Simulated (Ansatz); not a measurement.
FeBr₂, relaxed as a singlet with RKS PBE0-D4/def2-TZVP in Ansatz, starting from the GFN2-xTB geometry. Force threshold 0.02 eV/Å.

The restricted singlet is unstable: a solution with broken spin symmetry lies lower. The relaxation made no stability test and no search for a lower SCF solution. At PBE0-D4/def2-TZVP a quintet of charge 0 lies 3.63 eV below the restricted singlet, each at its own geometry. The structure comes from a short search, and lower isomers may exist.

Start:

```xyz
3

Fe    0.0005    0.0047   -0.0049
Br   -2.1022    0.3805    0.0339
Br    2.1018   -0.3852   -0.0290
```

Estimate the energy that the relaxation releases and the steps that it takes.

9.3 kJ/mol, in 3 steps; 3.6 s on 4 threads of AMD EPYC 9R45 on a shared host. No frequencies were taken in this run, so the end may be a saddle point.

Does the start keep its bonding and symmetry?

By distances, no bond broke or formed. The bond that changes most is Fe1–Br2, from 2.14 to 2.21 Å (atoms count from 1). Point group D∞h at the start, D∞h at the end, both within 0.05 Å.

Predict the relaxed structure.


```xyz
3

Fe    0.001    0.005   -0.005
Br   -2.178    0.394    0.035
Br    2.177   -0.399   -0.030
```
Bond lengths: 2 × Br–Fe 2.21 Å.
